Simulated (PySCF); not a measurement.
## Working out the ionisation energy of Au²⁺

Au²⁺ [Xe] 4f14 5d9 (2D) → Au³⁺ [Xe] 4f14 5d8 (3F). All numbers are calculated (PySCF 2.14, a scalar-relativistic core potential, in def2-QZVPPD with the def2 core potential (60 electrons) (7s5p4d4f2g, 88 functions)). Frozen: 5s2 5p6. Energies in hartree (1 hartree = 27.21139 eV):

| part | Au²⁺ (lower) | Au³⁺ (upper) |
| --- | --- | --- |
| UHF | -133.810193 | -132.674776 |
| CCSD correlation | -0.258153 | -0.200563 |
| (T) | -0.008531 | -0.004999 |

Question: What does Hartree-Fock give?

Answer: (-132.674776) − (-133.810193) = 1.135417 hartree = 30.896 eV.

Question: What do CCSD and CCSD(T) give?

Answer: The CCSD correlation energies differ by 0.057590 hartree = 1.567 eV and the triples by 0.003532 hartree = 0.096 eV, so CCSD gives 32.463 eV and CCSD(T) 32.559 eV.

Reference: 30 ± 1.6 eV (theoretical estimate listed by NIST; NIST Atomic Spectra Database, ionization energies), between the lowest levels; spin-orbit coupling is absent from the calculation.

What remains against the reference includes basis incompleteness, the frozen core and higher excitations.
